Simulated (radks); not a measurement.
The numbers below are computed, except where a source is named.
All-electron atom: Sc15+ in [He] 2s2 2p2 (the NIST ground configuration).

Code: a radial shooting solver on a logarithmic mesh with Libxc functionals. Model: Dirac Kohn-Sham, exchange-only PBE, spin-unpolarised, spherical densities, finite nucleus; open shells fill j = l - 1/2 first; Fermi nuclear charge, rms radius 3.5459 fm.

Energy parts (hartree):
total: -599.15155
kinetic: 606.48374
electron-nucleus: -1268.94246
Hartree: 84.68664
exchange: -21.37947

Orbitals (lengths in bohr, moments of r in powers of bohr):
\begin{tabular}{lrrr}
orbital & occ. & eigenvalue (hartree) & <r> \\ \hline
1s1/2 & 2 & -187.1836 & 0.07271 \\
2s1/2 & 2 & -37.59515 & 0.3155 \\
2p1/2 & 2 & -35.45369 & 0.2726 \\
2p3/2 & 0 & -35.23513 & 0.2747 \\
3s1/2 & 0 & -15.06471 & 0.7587 \\
3p1/2 & 0 & -14.39508 & 0.7298 \\
3p3/2 & 0 & -14.33920 & 0.7328 \\
\end{tabular}

The highest occupied level is 2p1/2 at -964.74 eV. The electron density at the nucleus is 7335 e/bohr^3.
